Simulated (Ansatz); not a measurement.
The cluster Cu₃ (the lowest doublet isomer of a short search) was relaxed with r2SCAN-D4 (def2-TZVP) in Ansatz in these states: neutral doublet, neutral quartet. The geometries follow in no particular order.

A:

```xyz
3

Cu    0.5792    0.8604    0.8727
Cu   -0.4999    0.4597   -1.1741
Cu   -0.0793   -1.3201    0.3014
```

B:

```xyz
3

Cu   -1.127    0.481   -0.372
Cu    0.234   -1.354   -0.255
Cu    0.893    0.873    0.627
```

Task: Judge from the bond lengths which geometry belongs to which state (an estimate).

Result: A is the neutral quartet (Cu2–Cu3 2.350 Å, Cu1–Cu3 2.348 Å, Cu1–Cu2 2.348 Å); B is the neutral doublet (Cu2–Cu3 2.484 Å, Cu1–Cu3 2.287 Å, Cu1–Cu2 2.288 Å).

At PBE0-D4/def2-TZVP a doublet lies 2.21 eV below the neutral quartet. These are the stationary points nearest to one start from a short search; other shapes may lie lower in each state.
